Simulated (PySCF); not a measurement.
One of the candidates below gave these computed data.

All candidates are C7H9N.

* UV, first state: lowest singlet excitation: 4.83 eV (257 nm, f = 0.040) [TDDFT PBE0/def2-SVPD]
* Triplet: lowest triplet excitation (Tamm–Dancoff): 3.90 eV [TDA PBE0/def2-SVPD]
* Polarisability: 90.7 au [PBE0/def2-SVPD]
* Dipole: 1.49 D [PBE0/def2-SVPD]
* Rotational structure: rotational constants A, B, C: 3.688, 1.818, 1.228 GHz [GFN2-xTB]
* UV, strongest line: among the 8 lowest singlet transitions: S7 at 6.65 eV (186 nm, f = 0.458) [TDDFT PBE0/def2-SVPD]

Gas-phase values; electronic properties from PySCF, density fitting. Levels stand in brackets. Isolated species at its GFN2-xTB geometry, gas phase.

**Question.** Which candidate is it?
A. `C=N[C@@]12[C@H]3C[C@@H]1[C@@H]2C3`
B. `[H]\N=C/C=C/C=C/C=C`
C. `Cc1cccc(N)c1`

**Answer.** C. It is `Cc1cccc(N)c1`. Numbering: `[CH3:1][c:2]1[cH:3][cH:4][cH:5][c:6]([NH2:7])[cH:8]1`. Its formula, C7H9N, gives 4 degrees of unsaturation: 1 ring and 3 π bonds in the structure found (Kekulé form). By its constants the optimised geometry is an asymmetric top.

The others, at the same levels:
- `[H]\N=C/C=C/C=C/C=C` fails: its computed lowest singlet excitation is 3.97 eV (312 nm, f = 0.001) (against 4.83 eV), lowest triplet excitation (Tamm–Dancoff) is 2.15 eV (against 3.90 eV) and static isotropic polarisability is 128.5 au (against 90.7 au).
- `C=N[C@@]12[C@H]3C[C@@H]1[C@@H]2C3` fails: its computed strongest line among the 8 lowest singlet transitions is S2 at 5.76 eV (215 nm, f = 0.394) (against S7 at 6.65 eV), static isotropic polarisability is 84.6 au (against 90.7 au) and rotational constant A is 4.143 GHz (against 3.688 GHz).

Each candidate is one conformer, not necessarily the lowest. The conformers computed, where there is a choice (atom-mapped SMILES and torsion angles):
- `[CH3:1][c:2]1[cH:3][cH:4][cH:5][c:6]([NH2:7])[cH:8]1`: H–N7–C6–C5 -22°, H–N7–C6–C5 -161°
- `[H]\[N:8]=[CH:7]/[CH:6]=[CH:5]/[CH:4]=[CH:3]/[CH:2]=[CH2:1]`: C1–C2–C3–C4 180°, C3–C4–C5–C6 180°, C5–C6–C7–N8 180°
- `[CH2:1]=[N:2][C@@:3]12[C@H:4]3[CH2:5][C@@H:6]1[C@@H:7]2[CH2:8]3`: C1–N2–C3–C4 0°
